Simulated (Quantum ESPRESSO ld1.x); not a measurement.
Task: Species: Tc X. Configuration: [Ar] 3d10 4s2 4p4 (the NIST ground configuration). Method: scalar-relativistic Kohn-Sham, LDA (Slater exchange, Perdew-Zunger correlation), spin-polarised, spherical densities, point nucleus; open shells are filled with parallel spins first; computed with ld1.x of Quantum ESPRESSO 7.5. Some entries of the table are withheld. Estimate them.

orbital  occ.  eigenvalue (hartree)  <1/r> (bohr^-1)  r(max) (bohr)
1s up       1              -771.819            44.66          0.022
1s down     1              -771.800            44.66          0.022
2s up       1              -115.208            10.08          0.127
2s down     1              -115.196            10.08          0.127
2p up       3              -103.813            9.791          0.101
2p down     3              -103.796            9.791          0.101
3s up       1              -24.7712            3.486          0.373
3s down     1              -24.7497            3.487          0.373
3p up       3              -21.0277            3.322          0.364
3p down     3              -21.0040            3.324          0.364
3d up       5              -14.9615            3.100          0.311
3d down     5              -14.9372            3.102          0.311
4s up       1              -7.93399            1.402          0.915
4s down     1              -7.82767            1.402          0.915
4p up       3                   (1)              (2)            (3)
4p down     1                   (4)              (5)            (6)
4d up       0              -5.03859            1.120           1.07
4d down     0              -4.94258            1.113           1.07
5s up       0              -3.71706           0.7235           1.88
5s down     0              -3.68023           0.7171           1.88

Result: 
(1) 4p up eigenvalue (hartree): -6.79127
(2) 4p up <1/r> (bohr^-1): 1.298
(3) 4p up r(max) (bohr): 0.967
(4) 4p down eigenvalue (hartree): -6.68661
(5) 4p down <1/r> (bohr^-1): 1.296
(6) 4p down r(max) (bohr): 0.967
